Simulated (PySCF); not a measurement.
Species: C₆H₈F₂OS.
Z-matrix (Å and degrees, GFN2-xTB geometry), rows numbered from 1:
```
C 
C   1  1.5262
C   2  1.5236  1  112.62
C   3  1.5249  2  113.77  1   -76.73
C   4  1.4946  3  106.19  2   -84.96
F   5  1.3407  4  118.12  3   159.91
C   5  1.3239  4  116.18  3   -19.41
F   7  1.3339  5  127.55  4   179.89
S   7  1.8381  5  112.92  4    -4.29
O   9  1.4568  3  106.89  2  -162.66
H   1  1.0870  2  111.32  3    62.06
H   1  1.0874  2  110.48  3   -58.40
H   1  1.0866  2  110.10  3  -178.10
H   2  1.0921  1  108.84  3   120.33
H   2  1.0919  1  109.70  3  -122.09
H   3  1.0908  2  110.67  1    50.49
H   4  1.0915  3  112.08  2    35.47
H   4  1.0939  3  111.05  2   156.14
```

NICS is the negative of the GIAO shielding at a point without a nucleus: at the ring centre (0) and 1 Å above and below it (1); zz is the component along the ring normal. Level: GIAO PBE0/pcSseg-1 (PySCF, non-relativistic, gas phase) on the GFN2-xTB geometry, one conformer.

Ring bond lengths (Å), with Mayer bond orders in brackets: C3–C4 1.525 (0.96), C4–C5 1.495 (1.04), C5–C7 1.324 (1.68), C7–S9 1.838 (0.84), S9–C3 1.872 (0.86).

**Question.** What do the NICS probes read (ppm)?

**Answer.** 
```csv
ring,type,NICS(0),"NICS(1), two faces","NICS(1)zz, two faces",rms pucker (Å),"centre to ring atoms, mean (Å)"
C3–C4–C5–C7–S9,"5-membered ring with S; formal bonds 1 double, 4 single",-5.3,-0.2 / -5.0,1.5 / -3.2,0.17,1.35
```

**Question.** What do they say, and how far can they be read as aromaticity?

**Answer.** 
- C3–C4–C5–C7–S9: mean NICS(1)zz -0.9 ppm, near zero. C3, C4 have four or more neighbours, so the value isn't read as a sign of a π ring current. The two faces differ by 4.7 ppm, so no symmetry operation interchanges them.
